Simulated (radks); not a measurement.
Question: Te IV, 49 electrons, occupied as [Kr] 4d10 5s0.5 5p2.5 (fractional occupations, a model configuration). All-electron calculation, scalar-relativistic Kohn-Sham, r2SCAN, spin-unpolarised, spherical densities, finite nucleus; meta-GGA in the generalised Kohn-Sham scheme; Fermi nuclear charge, rms radius 4.7423 fm. Program: a radial shooting solver on a logarithmic mesh with Libxc functionals. Some entries of the table are withheld. Estimate them.

| orbital | occ. | eigenvalue (eV) | <1/r> (bohr^-1) | <r> (bohr) |
|---|---|---|---|---|
| 1s | 2 | -31718.29 | 55.57 | 0.02782 |
| 2s | 2 | -4908.793 | 12.73 | 0.1198 |
| 2p | 6 | -4406.946 | 12.18 | 0.1048 |
| 3s | 2 | -1010.136 | 4.560 | 0.3214 |
| 3p | 6 | -845.8893 | 4.331 | 0.3197 |
| 3d | 10 | -597.9804 | 4.088 | 0.2967 |
| 4s | 2 | -201.5948 | 1.815 | 0.7654 |
| 4p | 6 | -150.4197 | 1.660 | 0.8203 |
| 4d | 10 | -75.3962 | (1) | 0.9603 |
| 5s | 0.5 | -43.9935 | 0.6748 | 1.927 |
| 5p | 2.5 | -32.5562 | (2) | (3) |

Answer: 
(1) 4d <1/r> (bohr^-1): 1.379
(2) 5p <1/r> (bohr^-1): 0.5778
(3) 5p <r> (bohr): 2.217
